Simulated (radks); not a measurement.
The numbers below are computed, except where a source is named.
Question: The mean radii <r> (bohr) of the occupied orbitals of an atom or ion are listed with their occupations. Level of theory: Dirac Kohn-Sham, exchange-only LDA, spin-unpolarised, spherical densities, point nucleus (a radial shooting solver on a logarithmic mesh with Libxc functionals).

orbital  occ.      <r>
1s1/2       2  0.02192
2s1/2       2  0.09281
2p1/2       2  0.07749
2p3/2       4  0.08433
3s1/2       2   0.2443
3p1/2       2   0.2338
3p3/2       4   0.2469
3d3/2       4   0.2189
3d5/2       6   0.2229
4s1/2       2   0.5533
4p1/2       2   0.5651
4p3/2       4   0.5950
4d3/2       4   0.6308
4d5/2       6   0.6413
5s1/2       2    1.325
5p1/2       2    1.474
5p3/2       4    1.562
4f5/2       6   0.8502
4f7/2       1   0.8615

Name the element and its charge. Open shells, if any, fill j = l - 1/2 first.

Answer: Z = 64, gadolinium, charge +3: Gd3+ in [Xe] 4f7. The 1s radius gives Z: for a bare nucleus <r> = (2 gamma + 1)/(2Z) with gamma = sqrt(1 - (Z/c)^2), 0.02163 bohr for Z = 64, and screening makes it slightly larger (0.02192 here). The occupations add up to 61, and the charge is Z minus that.
